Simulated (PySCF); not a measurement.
SMILES CC[SiH2][SiH2]C(=O)OC, GFN2-xTB optimised geometry.

```
20

C      1.04    -2.85     2.93
C      1.37    -1.42     3.36
Si     2.65    -0.59     2.21
Si     1.93    -0.64     0.00
C      0.02    -0.64     0.00
O     -0.70    -1.61     0.06
O     -0.44     0.61     0.00
C     -1.86     0.79     0.06
H      0.57    -2.86     1.95
H      0.34    -3.31     3.64
H      1.94    -3.46     2.89
H      1.74    -1.43     4.38
H      0.45    -0.83     3.37
H      2.86     0.78     2.70
H      3.93    -1.29     2.37
H      2.31    -1.84    -0.75
H      2.31     0.52    -0.80
H     -2.03     1.84     0.26
H     -2.31     0.49    -0.88
H     -2.27     0.17     0.87
```

Density from CAM-B3LYP/def2-SVP in PySCF at that geometry.

Minimum of the electron density along straight lines between bonded atoms, close to the bond critical point (lines longer than 1.1 times the sum of covalent radii, or with two minima, are not listed):

```csv
bond,length / Å,ρ at the minimum / e bohr⁻³,∇²ρ there / e bohr⁻⁵,position (fraction from the first atom)
C1–C2,1.525,0.242,-0.55,0.50
C2–Si3,1.910,0.112,0.30,0.62
Si4–C5,1.913,0.110,0.33,0.38
C5–O6,1.207,0.415,0.29,0.33
C5–O7,1.340,0.301,-0.30,0.33
O7–C8,1.423,0.245,-0.34,0.66
C1–H9,1.088,0.279,-1.05,0.64
C1–H10,1.089,0.276,-1.02,0.63
C1–H11,1.088,0.277,-1.02,0.63
C2–H12,1.092,0.272,-0.97,0.63
C2–H13,1.092,0.272,-0.97,0.62
Si3–H14,1.472,0.115,0.32,0.49
Si3–H15,1.471,0.115,0.33,0.49
Si4–H16,1.467,0.117,0.32,0.49
Si4–H17,1.466,0.117,0.33,0.49
C8–H18,1.087,0.286,-1.13,0.65
C8–H19,1.092,0.282,-1.10,0.64
C8–H20,1.092,0.283,-1.11,0.65
```
